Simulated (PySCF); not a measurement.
Method: PySCF 2.14.0 with PBE-D3(BJ)/def2-TZVP // PBE0-D3(BJ)/def2-TZVP. All species are isolated molecules in the gas phase. Delta-SCF ions had no search for a lower state. 

Reference species (SMILES): `B=C=C` (neutral, multiplicity 1).

```json
{
  "dipole_moment": "0.77 D",
  "HOMO": "-5.26 eV",
  "vertical ionisation energy (Delta-SCF)": "8.66 eV"
}
```

Changed species: `BC#C`.

Question: What does the change do to the dipole moment, HOMO and vertical ionisation energy (Delta-SCF)?

Answer: the dipole moment increases by 0.31 D, to 1.08 D; the HOMO falls by 1.62 eV, to -6.88 eV; the vertical ionisation energy (Delta-SCF) goes up by 1.69 eV, to 10.35 eV.
